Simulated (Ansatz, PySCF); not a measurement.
Gas-phase reaction in SMILES: O[SiH2]O [dihydroxysilane] + [SiH4] (SiH4) → 2 O[SiH3] [hydroxysilane]
Each molecule is optimised on its own at B3LYP-D3(BJ)/def2-TZVP (Ansatz, a first-principles code), one conformer each, not searched for the lowest.
Geometry of the first species:
SMILES: O[SiH2]O
```xyz
7

Si    -0.2925    -0.2931     0.1712
O     -0.7095     1.2473    -0.2304
O      1.2327    -0.7182    -0.2769
H     -1.1896    -1.1614    -0.6019
H     -0.4295    -0.4631     1.6397
H     -0.4451     1.9714     0.3410
H      1.9733    -0.4760     0.2832
```
Charge 0, spin multiplicity 1.

Property: bond separation energy (enthalpy at 298 K, with B3LYP-D3(BJ) rigid-rotor harmonic-oscillator terms from PySCF), in kcal/mol. Valence correlation only, unless marked. Spin-orbit coupling is left out. No relativistic terms. CBS(X,Y): correlation extrapolated as X^-3; Hartree-Fock from the larger set. [CCSD(T)-MP2]/basis is that difference in the basis named.

```tsv
level	program	bond separation energy (kcal/mol)
HF/6-31G	Ansatz	7.6
RI-HF/aug-cc-pV(Q+d)Z	Ansatz	5.6
PBE-D3(BJ)/def2-TZVPD	Ansatz + dftd3	7.0
revPBE/def2-TZVPD	Ansatz	6.5
PBE0-D4/def2-TZVP	Ansatz + dftd4	6.9
PBE0/def2-TZVP	Ansatz	6.8
PBE0/def2-TZVPD	Ansatz	6.7
r2SCAN0-D4/def2-TZVPD	Ansatz + dftd4	6.9
HSE06-D3(BJ)/def2-TZVPD	Ansatz + dftd3	6.8
HSE06-D4/def2-TZVPD	Ansatz + dftd4	6.8
CCSD(T)/6-31G*	Ansatz	8.1
CCSD(T)/cc-pV(T+d)Z	Ansatz	6.9
RI-MP2/CBS(aug-cc-pV(T+d)Z,aug-cc-pV(Q+d)Z)+[CCSD(T)-MP2]/aug-cc-pV(D+d)Z	Ansatz	6.6
RI-MP2/CBS(cc-pV(T+d)Z,cc-pV(Q+d)Z)+[CCSD(T)-MP2]/cc-pV(T+d)Z	Ansatz	6.7
CCSD(T)/CBS(cc-pV(T+d)Z,cc-pV(Q+d)Z)	Ansatz	6.7
```
